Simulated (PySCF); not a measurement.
# K₂⁺: from constants to spectrum

UHF-CCSD(T) constants of K₂⁺, ²Σg⁺ (doublet), unpaired electrons σ ↑ (PySCF, no relativity, basis sets K pcseg-1; masses 38.9637 and 38.9637 u):

```
ωe           : 77.9 cm⁻¹
ωexe         : 0.144 cm⁻¹
Be           : 0.041088 cm⁻¹
αe           : 0.000114 cm⁻¹
De to K⁺ + K : 0.84 eV
```

(1) What force constant and bond length do these constants imply?

(2) Estimate the centrifugal constant D from the Kratzer relation and find the Dunham coefficient a1.

Correlated steps freeze 10 core orbitals. Correlated levels converge slowly with the basis: in double zeta they bind strong bonds too weakly, by up to about 1 eV, and carry superposition errors of some tenths. The state is the lowest determinant that a PBE0 search found; another state may lie lower at other levels.

Answers

(1) Reduced mass μred = 19.482 u; k = 5.8918×10⁻⁷·μred·ωe² (u, cm⁻¹, mdyn/Å) = 0.0697 mdyn/Å; Re = √(16.8576/(μred·Be)) (u, cm⁻¹, Å) = 4.589 Å.

(2) D = 4Be³/ωe² = 4.57e-08 cm⁻¹; a1 = −1 − αeωe/(6Be²) = -1.88.
